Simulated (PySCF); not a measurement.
**A survey of ²⁹Si NMR shifts**

Method: geometry from GFN2-xTB, shielding tensors at PBE0/pcSseg-1 (GIAO), in PySCF 2.14 (relativity neglected, single conformer, in vacuum, one averaged value for each set of equivalent atoms).

Shieldings were converted by a linear fit to measured shifts: ²⁹Si: δ = 279.94 − 0.822σ (rms 8.9 ppm, 72 shifts, 25.8 ppm with the 6 outliers that the fit left out vs TMS, solution or neat liquid). A few per cent of atoms miss by over 2 rms, more outside the fitted compound classes.

Problem. Give the ²⁹Si shifts of `CS[Si@@](N)(C#N)S[SiH2]C#N`, `N[SiH2][SiH2]SC1CCCC1`, `[SiH3]C[C@@H]1C[Si@@H](S)[SiH2]1`, `CC[C@@H](Cl)[SiH2]O`, `CC[Si@@H]1CCN[Si@@H]1SC`.

Solution. 
| compound | environment | δ (ppm) |
| --- | --- | --- |
| [CH3:1][S:2][Si@@:3]([NH2:4])([C:5]#[N:6])[S:7][SiH2:8][C:9]#[N:10] | Si3: silicon bonded to C, N, 2 S | -19.0 |
| [CH3:1][S:2][Si@@:3]([NH2:4])([C:5]#[N:6])[S:7][SiH2:8][C:9]#[N:10] | Si8: silicon bonded to C, S, 2 H | -57.3 |
| [NH2:1][SiH2:2][SiH2:3][S:4][CH:5]1[CH2:6][CH2:7][CH2:8][CH2:9]1 | Si2: silicon bonded to N, Si, 2 H | -48.6 |
| [NH2:1][SiH2:2][SiH2:3][S:4][CH:5]1[CH2:6][CH2:7][CH2:8][CH2:9]1 | Si3: silicon bonded to S, Si, 2 H | -67.9 |
| [SiH3:1][CH2:2][C@@H:3]1[CH2:4][Si@@H:5]([SH:6])[SiH2:7]1 | Si5: silicon bonded to C, S, Si, H, in a 4-membered ring | -15.6 |
| [SiH3:1][CH2:2][C@@H:3]1[CH2:4][Si@@H:5]([SH:6])[SiH2:7]1 | Si7: silicon bonded to C, Si, 2 H, in a 4-membered ring | -27.4 |
| [SiH3:1][CH2:2][C@@H:3]1[CH2:4][Si@@H:5]([SH:6])[SiH2:7]1 | Si1: silicon bonded to C, 3 H | -68.4 |
| CC[C@@H](Cl)[SiH2]O | silicon bonded to C, O, 2 H | -26.0 |
| [CH3:1][CH2:2][Si@@H:3]1[CH2:4][CH2:5][NH:6][Si@@H:7]1[S:8][CH3:9] | Si7: silicon bonded to N, S, Si, H, in a 5-membered ring | -12.8 |
| [CH3:1][CH2:2][Si@@H:3]1[CH2:4][CH2:5][NH:6][Si@@H:7]1[S:8][CH3:9] | Si3: silicon bonded to 2 C, Si, H, in a 5-membered ring | -34.2 |
